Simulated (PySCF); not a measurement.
**Molecular orbitals of GaO**

PBE0 at R = 1.710 Å; Ga cc-pVTZ-PP with ECP10, O cc-pVTZ; scalar-relativistic core potentials (PySCF 2.14). State: quartet, unpaired electrons σ ↑, π ↑↑, a mixture of terms (⟨Lz²⟩ = 2.0), a second solution, started from another occupation. Only the outer orbitals are listed, counted within each symmetry, core potentials removing the inner ones.

```csv
spin,orbital,occ.,ε (eV),on Ga (%),main shells (%)
α,6σ,1,-13.34,35,"61 O p, 32 Ga s"
α,3π,1,-12.88,6,94 O p
α,3π,1,-10.80,9,91 O p
α,7σ,1,-9.07,78,"58 Ga s, 22 O p, 19 Ga p"
α,4π,1,-3.96,98,96 Ga p
α,4π,0,-1.87,96,94 Ga p
α,8σ,0,0.21,98,"77 Ga p, 14 Ga d"
α,9σ,0,1.73,100,"91 Ga s, 8 Ga p"
β,6σ,1,-11.34,35,"60 O p, 31 Ga s"
β,3π,1,-9.90,10,90 O p
β,3π,0,-5.08,19,"81 O p, 14 Ga p"
β,7σ,0,-4.82,81,"63 Ga s, 19 O p, 17 Ga p"
β,4π,0,-0.72,96,95 Ga p
```

Q: Which are the highest filled and the lowest empty level, where do they sit, and how wide is the gap?

A: Highest filled α 4π at -3.96 eV (in %: 96 Ga p); lowest empty β 3π at -5.08 eV (in %: 81 O p, 14 Ga p); the gap at PBE0 is -1.12 eV.

```json
{
 "bond order (Mayer)": "1.20",
 "⟨S²⟩": "3.757",
 "charge on Ga (Mulliken, basis-dependent)": "0.17",
 "charge on Ga (Löwdin, basis-dependent)": "-0.04",
 "dipole moment (positive dipole means Ga(−)O(+))": "-1.00 D"
}
```

Spin–orbit coupling is left out. Counting both spins, an empty level lies below a filled one in this solution, because spin and occupation are held.
